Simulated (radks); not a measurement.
Values are calculated unless marked as measured or tabulated.
Task: These are the eigenvalues of the occupied orbitals of an atom or ion with whole-number occupations (hartree). Code: a radial shooting solver on a logarithmic mesh with Libxc functionals. Model: Dirac Kohn-Sham, LDA (Slater exchange, Perdew-Wang correlation), spin-unpolarised, spherical densities, finite nucleus; Fermi nuclear charge, rms radius of each element as measured or else 0.836 A^(1/3) + 0.57 fm.

| orbital | eigenvalue |
|---|---|
| 1s1/2 | -973.8799 |
| 2s1/2 | -145.3608 |
| 2p1/2 | -135.4702 |
| 2p3/2 | -128.4080 |
| 3s1/2 | -27.81563 |
| 3p1/2 | -23.84591 |
| 3p3/2 | -22.58447 |
| 3d3/2 | -15.53041 |
| 3d5/2 | -15.27375 |
| 4s1/2 | -4.77888 |
| 4p1/2 | -3.49669 |
| 4p3/2 | -3.27703 |
| 4d3/2 | -1.30234 |
| 4d5/2 | -1.27421 |
| 5s1/2 | -0.86540 |

Which element is it, and in what charge state? The configuration may be excited. Open shells, if any, are shared by 2j + 1.

Result: Z = 48, cadmium, charge +2: Cd2+ in [Kr] 4d9 5s1. The list shows which subshells hold electrons but not how many an open one holds; the 1s level, -973.88 hartree, gives Z - s = 44.1 by -(Z - s)^2/2, which with screening and relativity narrows Z to a few neighbours, and the depths of the outer levels then fix element, charge and occupations together.
